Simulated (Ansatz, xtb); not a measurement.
GeH5NOSn: which of two structures lies lower

Structure X: a singlet given by its coordinates. Structure Y: a singlet given by its coordinates. Both are isolated molecules in the gas phase, relaxed with PBE0-D3(BJ)/def2-SVP.

X (Å):

```
atom    x (Å)    y (Å)    z (Å)
  Ge  -1.3267   1.7035   0.2306
   N  -1.2975   1.3478  -1.6622
   O  -0.1756   0.4736   0.6449
  Sn   0.6824  -0.0110  -1.2208
   H  -1.1432   2.1574  -2.2627
   H  -2.1094   0.8434  -2.0183
   H  -2.7477   1.4581   0.7732
   H   1.5099   1.5835  -1.3945
   H  -0.8611   3.1629   0.3900
```

Close contacts (Å): Ge1–N2 1.93, Ge1–O3 1.73, Ge1–Sn4 3.01, N2–Sn4 2.44, O3–Sn4 2.11, Ge1–H7 1.54, Ge1–H9 1.54, N2–H5 1.02, N2–H6 1.02, Sn4–H8 1.80.

Y (Å):

| atom | x (Å) | y (Å) | z (Å) |
| --- | --- | --- | --- |
| Ge | 0.1523 | -1.2778 | -0.5098 |
| N | 0.9525 | 0.5340 | 0.0245 |
| O | -1.5283 | -0.5342 | 0.2837 |
| Sn | -0.8066 | 1.3361 | 1.2159 |
| H | -2.1762 | -0.3562 | -0.4086 |
| H | 1.8031 | 0.4235 | 0.5762 |
| H | -0.2464 | -0.7103 | -1.9587 |
| H | -1.3478 | 2.2362 | -0.2364 |
| H | 1.1830 | 1.1221 | -0.7768 |

Close contacts (Å): Ge1–N2 2.05, Ge1–O3 2.00, N2–Sn4 2.27, O3–Sn4 2.21, Ge1–H7 1.61, N2–H6 1.02, N2–H9 1.02, O3–H5 0.96, Sn4–H8 1.79.

Energies in hartree; the thermal terms are from PBE0-D3(BJ)/def2-SVP harmonic frequencies (ideal gas, rigid rotor, one conformer each, 298.15 K, 1 atm) and include the zero-point energy:

|  | X | Y |
| --- | --- | --- |
| E, CCSD(T)/def2-SVP | −2421.352349 | −2421.349517 |
| E, MP2/def2-SVP | −2421.304004 | −2421.296418 |
| E, MP2/def2-TZVPP | −2422.082198 | −2422.070864 |
| zero-point energy | 0.052945 | 0.055238 |
| H(298 K) − E | 0.060208 | 0.062834 |
| G(298 K) − E | 0.021038 | 0.022698 |

Correct the CCSD(T) difference for the basis set by the MP2 change, then work out ΔE, ΔE₀, ΔH and ΔG for X → Y in kJ/mol (1 Eh = 2625.50 kJ/mol) and the equilibrium ratio [Y]/[X].

1. Differences Y − X: CCSD(T) +0.002832, MP2 in the small set +0.007586, MP2 in the large set +0.011334 Eh.
2. ΔE = +0.002832 + (+0.011334 − (+0.007586)) = +0.006580 Eh = +17.28 kJ/mol.
3. ΔE₀ = ΔE + ΔZPE = +0.006580 + (+0.002293) Eh = +23.30 kJ/mol.
4. ΔH = ΔE + (+0.002626) Eh = +24.17 kJ/mol.
5. ΔG = ΔE + (+0.001660) Eh = +21.63 kJ/mol, so ΔS = (ΔH − ΔG)/T = +8.5 J/(mol K).
6. kT = 0.9442 mEh, so K = [Y]/[X] = exp(−ΔG/kT) = exp(−8.73) ≈ 1.6 × 10^−4.

Structure X is favoured at this temperature. An error of 4 kJ/mol in ΔG would change K by a factor of 5. PBE0-D3(BJ)/def2-SVP found them nearly level. Mirror images and further conformers aren't counted.

Other levels gave ΔE = +0.2 (PBE0-D3(BJ)/def2-SVP); +9.2 (HF/def2-SVP); +19.9 (MP2/def2-SVP); +7.4 (CCSD(T)/def2-SVP) kJ/mol. The correlated steps freeze 15 core orbitals; the filled d shell of Ge and Sn is correlated, in a basis made for valence electrons. Atoms past krypton carry core potentials in the def2 sets, without spin–orbit terms. Programs: Ansatz 0.2.0.
